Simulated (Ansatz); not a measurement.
Basis-set series for CH₃NO₂Zn (`OC(O)=[N][ZnH]`). Charge 0, multiplicity 1. All single points use the PBE0-D4/def2-TZVP geometry. It is one conformer, not always the lowest.

```csv
functional,basis,functions,energy (Eh),HOMO (eV),LUMO (eV)
PBE0-D4,def2-SVP,102,-2023.55498,-6.69,0.22
PBE0-D4,def2-QZVPP,418,-2024.16130,-7.05,-0.70
ωB97M-V,def2-SVP,102,-2023.89012,-8.98,1.60
ωB97M-V,def2-QZVPP,418,-2024.50138,-9.37,0.43
```

**Question.** Give the rows for def2-TZVPP. (An estimate is asked.)

**Answer.** Ansatz gave: 
```
functional       basis  functions  energy (Eh)  HOMO (eV)  LUMO (eV)
   PBE0-D4  def2-TZVPP        230  -2024.10432      -7.01      -0.59
   ωB97M-V  def2-TZVPP        230  -2024.44632      -9.33       0.78
```

Positive LUMOs are unbound and depend on the basis. Scalar relativity is left out up to krypton.
